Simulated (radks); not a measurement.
The numbers below are computed, except where a source is named.
Problem. Species: the tungsten ion W8+. Configuration: [Kr] 4d10 4f14 5s2 5p4. Level of theory: scalar-relativistic Kohn-Sham, LB94 model potential, spin-polarised, spherical densities, finite nucleus; open shells are filled with parallel spins first (spin-orbit coupling, left out, can overturn this in heavy ions); Fermi nuclear charge, rms radius 5.3658 fm (a radial shooting solver on a logarithmic mesh with Libxc functionals). Some entries of the table are withheld. Estimate them.

| orbital | occ. | eigenvalue (eV) | <1/r> (bohr^-1) |
|---|---|---|---|
| 1s up | 1 | -69840.53 | 87.14 |
| 1s down | 1 | -69840.52 | 87.14 |
| 2s up | 1 | -12179.69 | 20.38 |
| 2s down | 1 | -12179.55 | 20.38 |
| 2p up | 3 | -10676.72 | 18.49 |
| 2p down | 3 | -10676.50 | 18.49 |
| 3s up | 1 | -2911.151 | 7.541 |
| 3s down | 1 | -2910.987 | 7.540 |
| 3p up | 3 | -2465.509 | 6.971 |
| 3p down | 3 | -2465.346 | 6.971 |
| 3d up | 5 | -1951.317 | 6.593 |
| 3d down | 5 | -1951.182 | 6.593 |
| 4s up | 1 | -700.8165 | 3.197 |
| 4s down | 1 | -700.5730 | 3.196 |
| 4p up | 3 | -555.2407 | 2.905 |
| 4p down | 3 | -555.0870 | 2.903 |
| 4d up | 5 | -370.1418 | (1) |
| 4d down | 5 | -370.1176 | (2) |
| 5s up | 1 | -204.6025 | (3) |
| 5s down | 1 | -204.4780 | (4) |
| 5p up | 3 | -165.1685 | (5) |
| 5p down | 1 | -164.6580 | (6) |
| 4f down | 7 | -164.2722 | 2.125 |
| 4f up | 7 | -164.2175 | 2.126 |

Solution. 
(1) 4d up <1/r> (bohr^-1): 2.590
(2) 4d down <1/r> (bohr^-1): 2.588
(3) 5s up <1/r> (bohr^-1): 1.315
(4) 5s down <1/r> (bohr^-1): 1.323
(5) 5p up <1/r> (bohr^-1): 1.148
(6) 5p down <1/r> (bohr^-1): 1.156
